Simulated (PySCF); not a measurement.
Species: CH11ClN2Si4.
Atom-mapped SMILES: `[SiH3:1][N:2]1[SiH2:3][CH2:4][NH:5][SiH2:6][Si@H:7]1[Cl:8]`

Cartesian coordinates in Å at the GFN2-xTB level; atoms count from 1:
```
atom  x, y, z in Å
Si1    2.747   -0.629   -0.569
N2     1.119   -0.197   -0.092
Si3    0.051   -1.392    0.587
C4    -1.753   -1.108    0.038
N5    -2.297    0.175    0.454
Si6   -1.640    1.694   -0.005
Si7    0.637    1.486   -0.142
Cl8    1.615    2.457    1.340
H9     2.762   -0.739   -2.030
H10    3.669    0.412   -0.123
H11    3.062   -1.901    0.073
H12    0.118   -1.353    2.053
H13    0.450   -2.704    0.069
H14   -2.350   -1.897    0.499
H15   -1.851   -1.248   -1.047
H16   -3.302    0.139    0.554
H17   -2.133    2.202   -1.307
H18   -2.169    2.610    1.011
H19    1.257    2.001   -1.372
```

NICS = −σ at a ghost point: NICS(0) at the centroid of the ring atoms, NICS(1) 1 Å to either side along the normal of their mean plane, zz for the tensor component along that normal. Level: GIAO PBE0/pcSseg-1 (PySCF, non-relativistic, gas phase) on the GFN2-xTB geometry, one conformer.

Ring bond lengths (Å), with Mayer bond orders in brackets: N2–Si3 1.741 (0.89), Si3–C4 1.907 (0.90), C4–N5 1.454 (0.94), N5–Si6 1.717 (1.02), Si6–Si7 2.291 (0.91), Si7–N2 1.751 (0.92).

What do the NICS probes read (ppm)?

| ring | type | NICS(0) | NICS(1), two faces | NICS(1)zz, two faces | rms pucker (Å) | centre to ring atoms, mean (Å) |
| --- | --- | --- | --- | --- | --- | --- |
| N2–Si3–C4–N5–Si6–Si7 | 6-membered ring with 2 N and 3 Si; formal bonds all single | -0.6 | -0.3 / -0.7 | 4.8 / 4.6 | 0.21 | 1.77 |

What can be read from them?

- N2–Si3–C4–N5–Si6–Si7: mean NICS(1)zz 4.7 ppm, deshielded. Si3, C4, Si6, Si7 have four or more neighbours, so the value isn't read as a sign of a π ring current.

What is the mean of the two in-plane components of NICS at the first NICS(1) probe listed for ring N2–Si3–C4–N5–Si6–Si7, 1 Å off the ring?

The isotropic value is a third of the trace: (3 × -0.3 − (4.8))/2 = -2.8 ppm.

What are the shieldings of the ring atoms and their hydrogens in the same run (means over atoms taken as equivalent)?

| atoms | environment | σ isotropic (ppm) | principal values of the symmetric part, first atom (ppm) |
| --- | --- | --- | --- |
| N2 | nitrogen bridging silicon atoms | 246.0 | 202.0, 253.9, 282.1 |
| Si3 | SiH2 silicon | 379.9 | 342.3, 379.3, 418.1 |
| C4 | sp3 carbon bound to nitrogen | 151.6 | 135.9, 144.5, 174.3 |
| N5 | silicon-bound nitrogen | 266.6 | 221.8, 251.7, 326.3 |
| Si6 | SiH2 silicon | 405.8 | 361.4, 375.0, 481.0 |
| Si7 | chlorine-bound silicon | 364.7 | 322.6, 376.3, 395.2 |
| H12 | Si–H hydrogen | 26.59 | 22.6, 24.8, 32.4 |
| H13 | Si–H hydrogen | 27.02 | 22.9, 26.2, 32.0 |
| H14 | methylene hydrogen | 29.27 | 24.2, 28.4, 35.2 |
| H15 | methylene hydrogen | 28.80 | 23.8, 27.6, 35.0 |
| H16 | N–H hydrogen | 31.69 | 20.6, 30.2, 44.3 |
| H17 | Si–H hydrogen | 26.62 | 22.8, 24.8, 32.3 |
| H18 | Si–H hydrogen | 26.80 | 23.8, 24.8, 31.8 |
| H19 | Si–H hydrogen | 26.07 | 22.6, 24.4, 31.2 |

The list is cut; further classes of hydrogen are left out.

Hardware: Arm Neoverse V1, one thread, shared host. Cost: 56 s of wall time, 1.0 GiB resident at most. This is the whole shielding run at PBE0/pcSseg-1, SCF included.
